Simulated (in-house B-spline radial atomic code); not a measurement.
How numerical settings move a run on Er+, [Xe] 4f12 6s1. Computed with a B-spline radial code for spherical atoms: Dirac-Hartree-Fock, average of configuration, Fermi nucleus of rms radius 5.2516 fm.

Command:
```bash
python run_scf.py task.json out
```
Settings of the sound reference run:
```
Z                68
electrons        67
configuration    [Xe] 4f12 6s1
hamiltonian      dirac
method           hf
spin_polarised   False
nucleus          fermi
rms_radius       5.2516
mass_number      166
atomic_mass      165.9303
speed_of_light   137.036
knot_spacing     0.22
spline_order     8
gauss_points     12
box_radius       35.29
max_iterations   70
damping          0.5
damped_steps     3
diis_vectors     10
tolerance        1e-08
start            Thomas-Fermi
```

Cost of the run: 2.5 s on 1 thread of Arm Neoverse N1 (shared host).

It converges in 10 iterations to -13092.047415 hartree, with 6s1/2 at -11.0611 eV. The other runs change the listed settings, some to values that make no sense; their results aren't properties of the atom or ion. Radii are in bohr (the nuclear one in fm), a minus after a letter asks for a j subshell, and «unchanged» means within 1e-8 hartree. The run stops when the residual is below 10 × tolerance × max(1, Z/10), or a noise floor if that is larger, and the energy moves by less than 1e-8 × √|E| hartree; so very loose and very tight tolerances often act alike.

| changed settings | outcome |
| --- | --- |
| electrons = 68, configuration = [Xe] 4f12 6s1 7s-1, max_iterations = 100 | stopped with error: j subshells need the Dirac Hamiltonian and l > 0 |
| gauss_points = 3 | converged in 10 iterations, energy +1.36e-03 hartree from the reference, 6s1/2 level -4.1e-05 eV |
| gauss_points = 16 | converged in 10 iterations, energy unchanged |
| spline_order = 5 | converged in 10 iterations, energy +3.29e-04 hartree from the reference, 6s1/2 level +1.1e-05 eV |
| electrons = 70, configuration = [Xe] 4f12 6s1 7s3, max_iterations = 100 | stopped with error: shell 7s holds at most 2 electrons |
| gauss_points = 5 | converged in 10 iterations, energy -1.69e-07 hartree from the reference |
| spline_order = 10 | converged in 10 iterations, energy -6.70e-08 hartree from the reference |
| gauss_points = 4, max_iterations = 100, start = bare nucleus | converged in 14 iterations, energy +6.22e-06 hartree from the reference, 6s1/2 level +8.7e-07 eV |
| gauss_points = 5, max_iterations = 50, damped_steps = 8, start = bare nucleus | converged in 16 iterations, energy -1.69e-07 hartree from the reference, 6s1/2 level -1.1e-06 eV |
| method = revtpss,revtpss | stopped with error: meta-GGAs are not served with the Dirac Hamiltonian |
| box_radius = 10.59, max_iterations = 60, damped_steps = 30, start = bare nucleus | converged in 28 iterations, energy +1.97e-04 hartree from the reference, 6s1/2 level +5.1e-03 eV (the program warns: 6s1/2 reaches the box edge) |
| spline_order = 3 | converged in 10 iterations, energy +4.62e-01 hartree from the reference, 6s1/2 level +9.3e-03 eV |

Problem. What happens with first_knot = 0.000147, max_iterations = 5, diis_vectors = 20, tolerance = 0.001?

Solution. Not converged after 5 iterations, last residual 1.5e-02, last energy +5.52e-03 hartree from the reference.

Problem. What happens with spline_order = 6?

Solution. Converged in 10 iterations, energy +1.78e-05 hartree from the reference, 6s1/2 level +7.0e-07 eV.

Problem. What happens with gauss_points = 4?

Solution. Converged in 10 iterations, energy +6.22e-06 hartree from the reference.

Problem. What happens with spline_order = 7?

Solution. Converged in 10 iterations, energy +1.12e-06 hartree from the reference.
